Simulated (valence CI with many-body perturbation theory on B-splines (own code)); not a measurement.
## Level structure of Ga²⁵⁺

Calculated by valence CI with perturbative core correlation (CI+MBPT): four valence electrons over a frozen Dirac-Fock core [He], radial functions for each j: 11 s, 11 p, 10 d, 8 f, 5 g, 2 h, with the one-electron correlation potential Σ1 (screened to all orders), the two-electron term Σ2, the three-electron term Σ3, Breit, model QED; selected single and double excitations, second order for the rest, scaled by the run's own slope (own B-spline code, finite nucleus).

No measured spectrum was set against this ion. As an estimate, levels of excited configurations hold to 0.05 to 0.15 % of their energy, terms of the ground configuration to about 0.5 %. Among the levels kept, up to 1000 cm⁻¹ of a level comes from second order outside the variational space, and about a tenth of that is noise between levels of different J, which matters for small intervals.

Levels 181 to 203 of 203, with energies above the lowest level, 2s²2p² ³P_0. "Leading %" is the weight of the configuration and term that name the level; weights of strongly mixed levels are sums over their largest components and can fall short, so below about 35 % the name and the second component can differ from the true leading terms, or belong to a minority configuration. In the jj column 3d3/2^4 stands for four electrons in 3d with j = 3/2. Lifetimes count E1, E2, E3, M1 and M2 decay at the calculated energies, and are blank where another channel may lead or the interval is too uncertain; long ones can be off by a factor of two.

```tsv
No.	Configuration	Term	J	E (Ry)	Leading %	Lifetime	Leading jj
181	2p³3d	⁵D°	3	125.93	65	1.89 ps	2p1/2^2 2p3/2 3d3/2 (50 %)
182	2p³3d	⁵D°	0	125.98	78	1.65 ps	2p1/2^2 2p3/2 3d3/2 (66 %)
183	2p³3d	⁵D°	1	125.98	78	374 fs	2p1/2^2 2p3/2 3d3/2 (63 %)
184	2p³3d	⁵D°	4	126.04	74	11.3 ps	2p1/2^2 2p3/2 3d5/2 (71 %)
185	2p³3p	¹P	1	126.13	47	102 fs	2p1/2 2p3/2^2 3p3/2 (84 %)
186	2p³3p	³P	0	126.29	90	110 fs	2p1/2^2 2p3/2 3p3/2 (49 %)
187	2p³3p	³D	3	126.36	56	133 fs	2p1/2 2p3/2^2 3p3/2 (94 %)
188	2p³3p	³F	4	126.41	97	154 fs	2p1/2 2p3/2^2 3p3/2 (97 %)
189	2p³3d	³D°	2	126.42	50	120 fs	2p1/2^2 2p3/2 3d5/2 (76 %)
190	2p³3p	³P	2	126.84	78	80.6 fs	2p1/2 2p3/2^2 3p1/2 (79 %)
191	2p³3s	³P°	2	126.90	65	180 fs	2p3/2^3 3s (89 %)
192	2p³3d	³D°	3	126.95	49	48.5 fs	2p1/2^2 2p3/2 3d5/2 (34 %)
193	2p³3p	³P	1	127.05	74	110 fs	2p1/2 2p3/2^2 3p3/2 (84 %)
194	2p³3d	³D°	1	127.05	80	50.4 fs	2p1/2^2 2p3/2 3d5/2 (55 %)
195	2p³3s	¹P°	1	127.16	51	138 fs	2p3/2^3 3s (86 %)
196	2p³3p	³D	1	127.42	66	121 fs	2p1/2 2p3/2^2 3p1/2 (86 %)
197	2p³3p	¹D	2	127.57	60	119 fs	2p1/2 2p3/2^2 3p3/2 (87 %)
198	2p³3d	³F°	2	127.89	60	209 fs	2p1/2 2p3/2^2 3d3/2 (82 %)
199	2p³3d	³F°	3	127.97	54	208 fs	2p1/2 2p3/2^2 3d5/2 (68 %)
200	2p³3d	³D°	1	128.01	61	88.2 fs	2p1/2 2p3/2^2 3d3/2 (64 %)
201	2p³3d	¹S°	0	128.03	66	1.21 ps	2p1/2 2p3/2^2 3d3/2 (60 %)
202	2p³3d	³G°	3	128.04	46	266 fs	2p1/2 2p3/2^2 3d3/2 (87 %)
203	2p³3d	³G°	4	128.04	48	15.2 ps	2p1/2 2p3/2^2 3d5/2 (75 %)
```

Names give the largest LS component (configuration and term), which can be under half, so a name can repeat, a term be missing and a line seem to break the LS rules; names also repeat where a configuration has a term twice.

Where two levels of one J and parity lie close, their mixing, g and order are uncertain.
